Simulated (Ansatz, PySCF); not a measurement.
CBr₃, SMILES Br[C](Br)Br, multiplicity 2. Atoms are numbered in the order given.

```xyz
4

Br    -1.5970    -0.9220    -0.0033
C      0.0000     0.0000     0.2489
Br     1.5970    -0.9220    -0.0033
Br     0.0000     1.8441    -0.0033
```
Charge 0, spin multiplicity 2.

Geometry optimised at PBE0-D3(BJ)/def2-SVP. The isomer is the one that the SMILES or the coordinates give; other isomers of the formula were not compared.

Two levels are set side by side: PBE-D3(BJ)/def2-SVP (Ansatz, a quantum-chemistry and plane-wave program) and PBE0-D3(BJ)/def2-SVP (Ansatz). Each level has its own optimised geometry; the coordinates shown are those of the second. Frequencies come from the Hessian of PySCF at each geometry. Differences are taken from unrounded values.

```tsv
quantity	PBE0-D3(BJ)	PBE-D3(BJ)	PBE-D3(BJ) minus PBE0-D3(BJ)
mean bond length (Å)	1.861	1.884	0.023
bond Br1–C2 (Å)	1.861	1.884	0.023
bond C2–Br3 (Å)	1.861	1.884	0.023
bond C2–Br4 (Å)	1.861	1.884	0.023
highest harmonic wavenumber (cm⁻¹)	815	749	-67
mean harmonic wavenumber (cm⁻¹)	413	391	-22
zero-point energy (kcal/mol)	3.54	3.35	-0.19
```

Exact exchange shortens and stiffens bonds; PBE has none. Differences between two approximate levels are no errors against the true value.
